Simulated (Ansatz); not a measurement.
Ansatz (a first-principles code) input (RI-MP2/def2-TZVPPD):
A basis named .json is the Basis Set Exchange file of that set.

Ansatz 0.2 input:
```yaml
crystal:
  periodic: [false, false, false]
  atoms:
    - {symbol: Cu, position_ang: [-0.31065458, -0.17551973, -0.26451495]}
    - {symbol: O, position_ang: [0.98699540, 0.46011892, 0.82919684]}
    - {symbol: H, position_ang: [1.11301966, 1.40912091, 1.03735889]}
basis:
  gaussian:
    orbitals: def2-TZVPPD.json
    fitting: {mean_field: def2-universal-jkfit, correlation: def2-TZVPPD-RIFIT.json}
total_charge: 1
magnetization: {spin_polarized: true, initial_magnetization: 1}
correlation: {method: mp2, electrons: outside_noble_gas}
```

End of the output:

```
integrals: 0.05 GiB planned
359 factors; integrals over basis functions are off by at most 8.9e-1 eV
356 factors; integrals over basis functions are off by at most 1.7e2 eV
mean field: 0.26 GiB planned
mean field evaluation 1: about -46629.4070 eV, gradient 9.8e1 eV
mean field evaluation 2: about -46595.2505 eV, gradient 1.9e2 eV
mean field evaluation 4: about -46643.8101 eV, gradient 2.6e0 eV
mean field evaluation 8: about -46643.8545 eV, gradient 1.6e-3 eV
mean field evaluation 16: about -46643.4259 eV, gradient 3.1e-2 eV
mean field evaluation 32: about -46643.8025 eV, gradient 1.7e0 eV
mean field evaluation 64: about -46642.7769 eV, gradient 9.0e-1 eV
mean field evaluation 96: about -46637.8552 eV, gradient 2.2e0 eV
mean field evaluation 128: about -46643.3268 eV, gradient 5.8e-1 eV
mean field -46643.85454781 eV, -1714.1300382920 hartree, gradient 2.6e-6 eV, S^2 0.758940; 10 other end points of the search recorded, 0 dependent functions left out
10 core orbitals not correlated
reference -46643.85454781 eV, -1714.1300382920 hartree; 9, 8 occupied and 105, 106 virtual orbitals, 356 factors
second order -18.33592773 eV of doubles, -0.00000000 eV of singles
Total energy: -46662.19047554 eV, -1714.8038712074 hartree
```

The spin state was set by rule; other spins were not relaxed.
